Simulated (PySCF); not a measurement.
Precursor series Zn F-CH3. Gas-phase values, no solvent. One relaxed conformer stands for each flexible species; it need not be the lowest.

The LUMO from two functionals at the same geometries (PBE-D3(BJ)/def2-SVP), both in PySCF: PBE-D3(BJ)/def2-TZVP and B3LYP-D3(BJ)/def2-TZVP. B3LYP has the VWN-RPA correlation part, as in Gaussian. 

```csv
species,PBE-D3(BJ)/def2-TZVP (eV),B3LYP-D3(BJ)/def2-TZVP (eV)
0 of 2 F replaced by CH3 ([Zn(F)2]),-3.00,-2.43
1 of 2 F replaced by CH3 ([Zn(F)(CH3)]),-1.39,-0.90
2 of 2 F replaced by CH3,-0.54,-0.10
```

Over these rows, drawn at random from the members with no instability flagged (it was tested for open shells, ions and some series alone), PBE minus B3LYP-D3(BJ): mean -0.50 eV, from -0.58 eV to -0.44 eV.
